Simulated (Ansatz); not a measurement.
This geometry of GeH4O2 (7 atoms, charge 0, multiplicity 1) is a first-order saddle point.

All numbers below come from RKS BLYP/def2-SVP (Ansatz).

```xyz
7
Properties=species:S:1:pos:R:3
Ge -0.016 -0.518 0.687
O 0.179 1.057 -0.671
O 0.679 -1.304 -0.676
H 0.534 0.095 -1.137
H 0.827 -0.066 1.917
H -1.549 -0.595 0.994
H -0.653 1.331 -1.114
```

(1) Which two structures does it join? (They come from a converged band through this point; their orientation in space is the band's.)

(2) How far does it lie above each of them?

Results:

(1) Bonds broken: O3–H4. Bonds formed: O2–H4.

Initial state:

```xyz
7
Properties=species:S:1:pos:R:3
Ge -0.107 -0.128 0.477
O -0.279 1.539 -0.203
O 0.500 -1.276 -0.780
H 1.393 -1.022 -1.088
H 0.906 0.083 1.634
H -1.468 -0.754 0.879
H -0.944 1.559 -0.919
```

Final state:

```xyz
7
Properties=species:S:1:pos:R:3
Ge -0.006 -0.654 0.722
O 0.178 1.124 -0.700
O 0.646 -1.595 -0.508
H 0.586 0.422 -1.277
H 0.829 -0.076 1.910
H -1.549 -0.535 0.982
H -0.684 1.315 -1.129
```

(2) 1.74 eV above the first and 0.09 eV above the second. This is the barrier of this one path; another mechanism may lie lower. The orbitals stay closed-shell, which can raise the energy where a bond breaks towards radicals; this wasn't checked here.

Time of the run: 91 s on 2 threads of Arm Neoverse V1 (shared host), peak memory 0.14 GiB.
